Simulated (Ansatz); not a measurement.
Steps of a relaxation of CH4AlFN2 (`N=[C](N)[AlH][F]`) with RKS PBE-D4/def2-SVP.

```sh
$ ansatz run in.yaml --threads 2 --pin off --events-out ev --progress --plain --max-ram 4352MiB
```

```yaml
crystal:
  periodic: [false, false, false]
  atoms:
    - {symbol: N, position_ang: [1.615000, 0.436300, -0.346500]}
    - {symbol: C, position_ang: [0.463000, -0.107800, -0.011000]}
    - {symbol: N, position_ang: [0.474300, -1.425200, 0.511300]}
    - {symbol: Al, position_ang: [-1.199200, 0.828400, -0.217800]}
    - {symbol: F, position_ang: [-1.332600, 2.479100, -0.906600]}
    - {symbol: H, position_ang: [1.574100, 1.463800, -0.754900]}
    - {symbol: H, position_ang: [-0.345200, -1.910200, 0.814400]}
    - {symbol: H, position_ang: [1.456400, -1.908000, 0.631600]}
    - {symbol: H, position_ang: [-2.617400, 0.097300, 0.262500]}
basis:
  gaussian: {orbitals: def2-SVP}
hamiltonian: {xc: pbe, dispersion: d4}
relax: {f_tol: 0.03, max_steps: 200}
```

Positions (Å) and forces (eV/Å) along the path, 11 of 11 steps:

```xyz
9
step=1 energy=-13378.5314 eV
N     1.615    0.436   -0.346   -0.282    1.357   -0.495
C     0.463   -0.108   -0.011    1.649   -0.861    0.157
N     0.474   -1.425    0.511    3.055    0.922   -0.657
Al   -1.199    0.828   -0.218   -1.861    1.850   -0.581
F    -1.333    2.479   -0.907    0.385   -2.301    0.941
H     1.574    1.464   -0.755   -0.429   -2.275    0.948
H    -0.345   -1.910    0.814   -0.739   -0.319    0.242
H     1.456   -1.908    0.632   -2.321    1.147   -0.287
H    -2.617    0.097    0.263    0.544    0.479   -0.268
9
step=2 energy=-13379.0045 eV
N     1.618    0.445   -0.347   -0.194    0.757   -0.302
C     0.485   -0.111   -0.017    0.649   -0.512    0.147
N     0.513   -1.400    0.494    0.874    0.213   -0.176
Al   -1.245    0.771   -0.195   -0.563    1.546   -0.565
F    -1.226    2.382   -0.863    0.057   -1.411    0.572
H     1.487    1.419   -0.736   -0.044   -0.892    0.378
H    -0.315   -1.890    0.811   -0.126   -0.045    0.050
H     1.448   -1.850    0.612   -0.737    0.295   -0.066
H    -2.678    0.187    0.226    0.083    0.050   -0.038
9
step=3 energy=-13379.0919 eV
N     1.622    0.453   -0.354    0.005   -0.081    0.063
C     0.502   -0.108   -0.005    0.051   -0.145    0.082
N     0.530   -1.394    0.481   -0.169    0.119   -0.055
Al   -1.259    0.784   -0.176   -0.031    0.181   -0.159
F    -1.206    2.314   -0.884    0.034   -0.107    0.084
H     1.460    1.406   -0.695   -0.035    0.197   -0.107
H    -0.301   -1.873    0.816   -0.011    0.001    0.009
H     1.436   -1.850    0.579    0.199   -0.147    0.044
H    -2.695    0.222    0.222   -0.042   -0.018    0.039
9
step=4 energy=-13379.0961 eV
N     1.613    0.460   -0.353   -0.033    0.029   -0.023
C     0.499   -0.120   -0.016   -0.029   -0.101   -0.022
N     0.537   -1.399    0.487    0.011    0.033   -0.031
Al   -1.267    0.774   -0.215    0.047    0.049    0.104
F    -1.173    2.340   -0.820    0.008   -0.026   -0.036
H     1.432    1.399   -0.736   -0.001    0.034    0.017
H    -0.294   -1.880    0.822    0.008    0.014    0.009
H     1.450   -1.845    0.611    0.005   -0.028    0.022
H    -2.707    0.224    0.202   -0.015   -0.004   -0.040
9
step=5 energy=-13379.0988 eV
N     1.607    0.463   -0.353   -0.033    0.073   -0.026
C     0.497   -0.121   -0.010   -0.019   -0.069    0.022
N     0.538   -1.404    0.483    0.072    0.015   -0.034
Al   -1.265    0.781   -0.197    0.023    0.028    0.004
F    -1.164    2.328   -0.852    0.002   -0.041    0.013
H     1.422    1.411   -0.719    0.002   -0.044    0.020
H    -0.290   -1.884    0.825    0.005    0.011    0.007
H     1.453   -1.853    0.598   -0.051    0.007    0.010
H    -2.710    0.233    0.207   -0.002    0.019   -0.015
9
step=6 energy=-13379.0987 eV rejected
N     1.603    0.465   -0.348   -0.095    0.050   -0.056
C     0.493   -0.135   -0.027    0.098    0.013    0.124
N     0.544   -1.417    0.467    0.002    0.089   -0.127
Al   -1.264    0.778   -0.201    0.009    0.034   -0.038
F    -1.163    2.332   -0.839    0.036   -0.047    0.013
H     1.409    1.409   -0.717    0.017   -0.032    0.001
H    -0.277   -1.880    0.838   -0.095   -0.079    0.051
H     1.459   -1.849    0.612    0.050   -0.016    0.024
H    -2.715    0.251    0.198   -0.022   -0.012    0.009
9
step=7 energy=-13379.1000 eV
N     1.602    0.467   -0.353   -0.032    0.022   -0.011
C     0.495   -0.126   -0.012    0.003   -0.017    0.021
N     0.542   -1.410    0.475    0.016    0.015   -0.036
Al   -1.264    0.780   -0.195    0.012   -0.014   -0.002
F    -1.156    2.325   -0.851    0.012    0.002    0.000
H     1.411    1.413   -0.716   -0.002   -0.007    0.005
H    -0.284   -1.884    0.830   -0.004   -0.005    0.016
H     1.456   -1.853    0.602    0.003   -0.008    0.010
H    -2.713    0.242    0.203   -0.008    0.012   -0.004
9
step=8 energy=-13379.1010 eV
N     1.594    0.466   -0.348   -0.091   -0.001    0.010
C     0.486   -0.129   -0.011    0.139   -0.085    0.022
N     0.541   -1.423    0.453    0.058    0.096   -0.096
Al   -1.271    0.775   -0.198    0.010    0.005    0.001
F    -1.140    2.317   -0.853    0.001    0.040   -0.017
H     1.408    1.414   -0.706   -0.027    0.012    0.000
H    -0.267   -1.884    0.857   -0.069   -0.043    0.058
H     1.465   -1.844    0.591   -0.005   -0.020    0.022
H    -2.728    0.260    0.197   -0.015   -0.004    0.000
9
step=9 energy=-13379.1013 eV
N     1.561    0.475   -0.341   -0.177   -0.096    0.058
C     0.466   -0.153   -0.015    0.352   -0.012   -0.018
N     0.551   -1.468    0.391   -0.287   -0.154    0.212
Al   -1.279    0.766   -0.204   -0.047   -0.048    0.016
F    -1.080    2.303   -0.849    0.000    0.126   -0.048
H     1.356    1.426   -0.682   -0.047    0.018   -0.010
H    -0.217   -1.885    0.931    0.288    0.140   -0.191
H     1.494   -1.831    0.583   -0.089    0.046   -0.026
H    -2.764    0.320    0.169    0.006   -0.020    0.007
9
step=10 energy=-13379.1051 eV
N     1.569    0.475   -0.345   -0.019   -0.001    0.005
C     0.477   -0.149   -0.014    0.060   -0.019    0.002
N     0.548   -1.458    0.408   -0.043   -0.001    0.010
Al   -1.270    0.772   -0.204   -0.034   -0.015    0.004
F    -1.098    2.316   -0.848    0.009    0.022   -0.008
H     1.357    1.423   -0.691   -0.003   -0.012    0.007
H    -0.231   -1.882    0.910    0.037    0.022   -0.012
H     1.482   -1.841    0.592   -0.008    0.008   -0.008
H    -2.746    0.297    0.175    0.001   -0.003    0.000
9
step=11 energy=-13379.1054 eV
N     1.568    0.474   -0.346    0.002   -0.005    0.005
C     0.477   -0.150   -0.013    0.016    0.010    0.012
N     0.546   -1.460    0.404   -0.015   -0.013   -0.008
Al   -1.272    0.771   -0.205   -0.013   -0.001   -0.002
F    -1.093    2.317   -0.846   -0.001    0.002    0.002
H     1.355    1.424   -0.686   -0.001    0.001   -0.009
H    -0.224   -1.875    0.925    0.003    0.003   -0.001
H     1.481   -1.843    0.581    0.008    0.001    0.003
H    -2.749    0.295    0.168    0.001    0.002   -0.001
```

It took 21 s on 2 threads of an Arm Neoverse V2 on a shared host, with 0.15 GiB of host memory at the peak.
